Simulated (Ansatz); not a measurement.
Calculated with Ansatz (gas phase, PBE0-D4/def2-TZVP geometries, no zero-point term in ΔE). CCSD(T)/CBS adds triple-zeta CCSD(T) − MP2 to the extrapolated MP2 energy (def2 sets, frozen cores). This one scheme is used for every species. DFT in def2-TZVPP. B3LYP here is the variant with VWN-RPA as its local correlation; programs differ in this. Elements past krypton have def2 core potentials. For Sn outer-core shells are correlated without core-valence functions, which leaves a few kJ/mol of doubt a bond. One conformer a species, not always the lowest.

Reaction (ligand exchange at the Sn–C bond): `Cl[CH2][SnH3]` + `NCF` → `FC[NH][SnH3]` + `CCl`

```json
{"level": "PBE-D4", "ΔE (kcal/mol)": "-3.8", "difference from CCSD(T)/CBS": "0.8"}
{"level": "r2SCAN-D4", "ΔE (kcal/mol)": "-4.6", "difference from CCSD(T)/CBS": "0.0"}
{"level": "ωB97M-V", "ΔE (kcal/mol)": "-4.4", "difference from CCSD(T)/CBS": "0.2"}
{"level": "B3LYP", "ΔE (kcal/mol)": "-4.7", "difference from CCSD(T)/CBS": "-0.1"}
{"level": "HF/def2-TZVPP", "ΔE (kcal/mol)": "-5.7", "difference from CCSD(T)/CBS": "-1.1"}
{"level": "SCS-MP2/def2-TZVPP", "ΔE (kcal/mol)": "-5.1", "difference from CCSD(T)/CBS": "-0.5"}
{"level": "MP2/def2-QZVPP", "ΔE (kcal/mol)": "-4.5", "difference from CCSD(T)/CBS": "0.1"}
{"level": "SCS-MP2/def2-QZVPP", "ΔE (kcal/mol)": "-5.1", "difference from CCSD(T)/CBS": "-0.5"}
{"level": "HF/CBS(def2)", "ΔE (kcal/mol)": "-5.9", "difference from CCSD(T)/CBS": "-1.3"}
{"level": "CCSD/CBS(def2)", "ΔE (kcal/mol)": "-4.6", "difference from CCSD(T)/CBS": "0.0"}
{"level": "CCSD(T)/CBS", "ΔE (kcal/mol)": "-4.6", "difference from CCSD(T)/CBS": "0"}
```

Largest T1 diagnostic among the species: 0.013.

In def2-TZVPP, CCSD(T) changes the Hartree–Fock value by +1.2 kcal/mol (the triples alone add +0.0 kcal/mol) and MP2 by +1.3 kcal/mol.
